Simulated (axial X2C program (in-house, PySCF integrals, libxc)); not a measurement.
Nuclear properties of CoH⁻

Calculated with an in-house all-electron X2C program for linear molecules (integrals from PySCF): two-component X2C with atomic mean-field Coulomb and Gaunt terms, Gaussian nuclei, basis Co dyall-acv3z, H dyall-av3z with contracted cores.

R = 1.587 Å (near the PBE0 minimum at charge -1 of the determinant lowest at the starting distance; the state shown can have its own minimum elsewhere).

Determinant lowest in the PBE0 search, Ω = 9/2 (⟨Sz⟩ = 1.50, ⟨Lz⟩ = 3.00 at PBE0), spin on the atoms Co 1.45, H 0.05:

| level | Eeff magnitude (GV/cm) | Ws magnitude Co (kHz) | A∥/gI Co (MHz) | qzz Co (a.u.) | A∥/gI H (MHz) | qzz H (a.u.) |
| --- | --- | --- | --- | --- | --- | --- |
| PBE0 | 0.14 | 0.0222 | 369 | -1.50 | 4.8 | 0.08 |
| HF | 0.218 | 0.0147 | 488 | -0.93 | 3.21 | 0.12 |
| LDA | 0.307 | 0.0357 | 409 | -1.46 | 5.7 | 0.08 |
| PBE50 | 0.0774 | 0.00368 | 357 | -1.27 | 3.21 | 0.09 |
| PBE | 0.262 | 0.0317 | 395 | -1.44 | 5.44 | 0.08 |

Eeff is the effective electric field on the electron electric dipole moment in this Ω state and Ws the scalar–pseudoscalar constant of the nucleus named (defined with the proton number Z and per Ω); A∥ (defined per Ω) follows by multiplying with gI = μI/(I μN); qzz is the electric field gradient, eQq0 = 234.96 MHz × Q/barn × qzz. The operators were transformed with the bare-nucleus X2C matrices; with these basis sets, hyperfine constants and field gradients can be off by tens of per cent, and where levels differ in sign neither size nor sign is settled.

With gI(59Co) = 1.3220, Q(59Co) = 0.42 barn, gI(1H) = 5.5857 (g factors from the IAEA table of nuclear moments by Stone; Q from Pyykkö, Mol. Phys. 2018), turn the PBE0 values of the first state into constants in MHz.

A∥(59Co) = 369 × 1.3220 = 488 MHz; eQq0(59Co) = 234.96 × (0.42) × (-1.50) = -148 MHz; A∥(1H) = 4.8 × 5.5857 = 26.8 MHz.

Each state is one determinant with collinear spin, which with several unpaired electrons need not be a pure state. Unrestricted Hartree–Fock can overshoot spin polarisation at the nuclei. In the state Ω = 9/2 the sign of Eeff differs between levels (HF, PBE50 against PBE0). For an anion, determinants above electron detachment, or with a positive highest level, are held by the basis set. With several open shells hyperfine constants can be off by a factor of several. Where Eeff spreads by more than a factor of two the levels disagree and none is to be relied on. States lie within half an eV, so the first need not be the ground state. The sign of Ws at Co differs between levels in the first state. Further determinants of the search, some of them spin-mixed, are not shown.
